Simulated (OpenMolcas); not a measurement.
## Ni5+: CASPT2 settings compared

```yaml
Program: OpenMolcas 26.06
Basis: ANO-RCC-VQZP [7s6p4d3f2g1h]
Scalar_Hamiltonian: DKH4, point nucleus
Active_space: 5 electrons in 5 orbitals (3d)
State_averaging: 2S+1 = 6 even, 1 root; 2S+1 = 4 even, 24 roots kept (CI in the orbitals of an earlier block); 2S+1 = 2 even, 25 roots kept (CI in the orbitals of an earlier block)
Spin-orbit_coupling: RASSI with atomic mean-field integrals over the reference wave functions, term energies averaged over their components
```

Methods on the same reference wave functions:
A. CASSCF
B. SS-CASPT2, IPEA 0.3 Eh, imaginary shift 0.3 Eh (closed shells correlated: 3s 3p)
C. SS-CASPT2, IPEA 0.1 Eh, real shift 0.15 Eh (closed shells correlated: none)
D. XMS-CASPT2, IPEA 0.5 Eh, real shift 0.2 Eh (closed shells correlated: 2s 2p 3s 3p)

Energies in cm⁻¹ above 3d⁵ ⁶S_5/2, the measured ground level; measured values from Corliss and Sugar, J. Phys. Chem. Ref. Data 10, 197 (1981).

```tsv
Level	A	B	C	D	Measured
3d⁵ ⁶S_5/2	0.0	0.0	0.0	0.0	0.0
3d⁵ ⁴G_5/2	47463	43330	45020	43360	
3d⁵ ⁴G_7/2	47533	43410	45100	43440	
3d⁵ ⁴G_9/2	47591	43480	45170	43510	
3d⁵ ⁴G_11/2	47614	43510	45200	43540	41921
3d⁵ ⁴P_5/2	54574	47700	49420	47570	45884
3d⁵ ⁴P_3/2	54756	47890	49590	47750	46104
3d⁵ ⁴P_1/2	55018	48170	49820	48020	46325
3d⁵ ⁴D_7/2	59001	51870	54600	51940	50331
3d⁵ ⁴D_1/2	59225	52110	54820	52170	
3d⁵ ⁴D_3/2	59424	52320	54980	52370	
3d⁵ ⁴D_5/2	59476	52380	55020	52420
```

Deviations, from unrounded energies. A percentage is the sum of absolute deviations over the sum of measured energies, with the sign that they share, or ± where signs differ.

```csv
Against measurement,Levels,A,B,C,D
mean absolute deviation (cm-1),5,8100,1700,3600,1600
other terms of the ground configuration (%),5,+17.5,+3.7,+7.8,+3.6
```

B, D lie about equally close to measurement and A furthest from it. The largest miss of D in the table is 3d⁵ ⁴P_1/2, by +1700 cm-1. The ranking rests on the paired levels alone, and a cruder setting can come out closer through cancelling errors.

Among B to D the level of the table that moves most is 3d⁵ ⁴D_7/2, by 2700 cm-1 (lowest in B, highest in C). Moves below CASPT2's spread within the term are not significant.

The two smallest mean deviations differ by little beside CASPT2's spread within terms, so their order carries little weight.

From A to B the spin-free energies of the other terms of 3d⁵ shown, above ⁶S, scale by factors of 0.88 to 0.91, as is usual when dynamic correlation screens the repulsion within a d or f shell.

The lowest spin-free term lies below A's lowest term by 0.463 hartree in B, 0.076 hartree in C, 0.559 hartree in D.

Term energies are means over components that CASPT2 splits; among the terms shown or strongly mixed into the levels shown the widest spread is 880 cm-1 (3d⁵ ⁴G, D). Terms from blocks run as CI alone lack orbitals of their own. Without dynamic correlation excited terms often stand tens of per cent too high (terms of higher spin than the ground term too low), and those without a measured partner can miss by more than the paired ones (holds for A). Computed and measured levels are paired by configuration, term and J; levels that our copy of the source lacks, or whose pairing is in doubt (as where it misses far off the trend of its configuration), stay unpaired and out of the deviations. Only configurations of the active space appear. Levels that lie high or do not pair safely by name in every column are left out.
